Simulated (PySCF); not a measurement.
NbOF3, SMILES [O]=[Nb]([F])([F])[F], multiplicity 1.

Geometry: B3LYP-D3(BJ)/def2-SVP. The spin state was assumed, not searched. The def2 effective core potentials stand for the cores of Nb; spin–orbit coupling is left out.

Two levels are set side by side: PBE/def2-TZVPD (PySCF) and ωB97X/def2-TZVPD (PySCF). Same geometry, gas phase. Differences are taken from unrounded values.

```json
[
 {"quantity": "orbital gap (eV)", "ωB97X": "13.00", "PBE": "5.74", "PBE minus ωB97X": "-7.26"},
 {"quantity": "highest occupied level (eV)", "ωB97X": "-13.16", "PBE": "-8.99", "PBE minus ωB97X": "4.17"},
 {"quantity": "lowest empty level (eV)", "ωB97X": "-0.16", "PBE": "-3.25", "PBE minus ωB97X": "-3.08"},
 {"quantity": "dipole moment (D)", "ωB97X": "1.29", "PBE": "1.20", "PBE minus ωB97X": "-0.08"},
 {"quantity": "mean polarisability (bohr³)", "ωB97X": "39.0", "PBE": "41.6", "PBE minus ωB97X": "2.6"}
]
```

PBE's occupied levels lie high since its potential decays too fast outside the molecule; exact exchange lowers them and widens the gap. Loosely held outer electrons make PBE densities more polarisable. Differences between two approximate levels are no errors against the true value.

Rough cost on one machine, each run with all the roots and properties that it gave: ωB97X against PBE within a factor of 2.
